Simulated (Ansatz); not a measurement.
```yaml
crystal:
  periodic: [true, true, true]
  atoms:
    - {symbol: F, position_ang: [0.051229, -0.362833, 1.772012]}
    - {symbol: Ti, position_ang: [0.094778, -0.094523, 0.060594]}
    - {symbol: F, position_ang: [1.395116, -1.007965, -0.630481]}
    - {symbol: Br, position_ang: [-1.917856, -0.775523, -0.882355]}
    - {symbol: Br, position_ang: [0.426532, 2.167245, -0.361171]}
basis:
  gaussian: {orbitals: cc-pVTZ-DK}
hamiltonian: {xc: {name: BHLYP}, dispersion: d3bj}
output: {forces: true}
```

```sh
$ ansatz run in.yaml --threads 8 --pin off --events-out ev --progress --plain --max-ram 18278MiB
```

Shortened log:

```
Error: YAML parse error: error: line 2 column 3: crystal: missing field `lattice` (a structure is typed as `lattice` and `atoms`, a molecule's as `atoms` in Å alone, or read from a run's directory, `checkpoint`)
 --> <input>:2:3
1 | crystal:
2 |   periodic: [true, true, true]
3 |   atoms:
4 |     - {symbol: F, position_ang: [0.051229, -0.362833, 1.772012]}
```

(1) Something in this input is off. What?

Results:

(1) The molecule is marked periodic without a cell. The program refused the input.
